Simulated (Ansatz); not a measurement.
Mulliken charges of `[OH2+][Ga-]([F])([F])[F]` from PBE/def2-TZVPP in Ansatz (PBE0-D4/def2-TZVP geometry).

| atom | x (Å) | y (Å) | z (Å) | charge (e) |
| --- | --- | --- | --- | --- |
| O1 | -0.917 | 0.631 | 0.382 | -0.177 |
| Ga2 | 0.496 | -0.592 | -0.442 | 0.741 |
| F3 | 0.953 | -1.290 | 1.100 | -0.353 |
| F4 | -0.334 | -1.603 | -1.586 | -0.328 |
| F5 | 1.453 | 0.741 | -1.056 | -0.353 |
| H6 | -0.926 | 0.494 | 1.338 | 0.236 |
| H7 | -0.664 | 1.549 | 0.218 | 0.236 |

By hand: the dipole of these point charges (1 e Å = 4.8032 D).

Σ q r = (-0.585, 0.651, 0.477) e Å, of length 0.997 e Å = 4.79 D.

How does the dipole of the full density compare? (Estimate.)

The calculation gave: (-0.490, 0.692, 0.538) e Å, 4.82 D; the point charges give 0.99 times that, at 7° from its direction.

Point charges leave out the atoms' own dipoles, such as those of lone pairs, and Mulliken's split depends on the basis, so the close match here is no proof of good charges.
